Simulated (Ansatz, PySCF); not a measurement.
B(H)(SeH)2 (BH₃Se₂), SMILES [SeH]B[SeH]. Atoms are numbered in the order given.

```xyz
6

B      0.0000     0.0000    -0.8221
H      0.0000     0.0000    -2.0202
Se     0.0000     1.6718     0.1546
H      0.0000     2.5249    -1.0484
Se     0.0000    -1.6718     0.1546
H      0.0000    -2.5249    -1.0484
```
Charge 0, spin multiplicity 1.

Geometry: B3LYP-D3(BJ)/def2-SVP. This is a generated structure with no PubChem entry under its InChIKey; it may be hypothetical. Other conformers were not sampled.

Two levels are set side by side: PBE-D3(BJ)/def2-SVP (Ansatz, an electronic-structure program) and B3LYP-D3(BJ)/def2-SVP (Ansatz). Each level has its own optimised geometry; the coordinates shown are those of the second. Frequencies come from the Hessian of PySCF at each geometry. Differences are taken from unrounded values.

| quantity | B3LYP-D3(BJ) | PBE-D3(BJ) | PBE-D3(BJ) minus B3LYP-D3(BJ) |
|---|---|---|---|
| mean bond length (Å) | 1.604 | 1.610 | 0.006 |
| bond B1–Se3 (Å) | 1.936 | 1.937 | 0.001 |
| bond B1–Se5 (Å) | 1.936 | 1.937 | 0.001 |
| bond B1–H2 (Å) | 1.198 | 1.209 | 0.011 |
| bond Se3–H4 (Å) | 1.475 | 1.484 | 0.009 |
| bond Se5–H6 (Å) | 1.475 | 1.484 | 0.009 |
| highest harmonic wavenumber (cm⁻¹) | 2667 | 2605 | -62 |
| mean harmonic wavenumber (cm⁻¹) | 1072 | 1046 | -27 |
| zero-point energy (kcal/mol) | 18.40 | 17.94 | -0.46 |

GGA bonds tend to be longer and softer than those of functionals with exact exchange. Differences between two approximate levels are no errors against the true value.
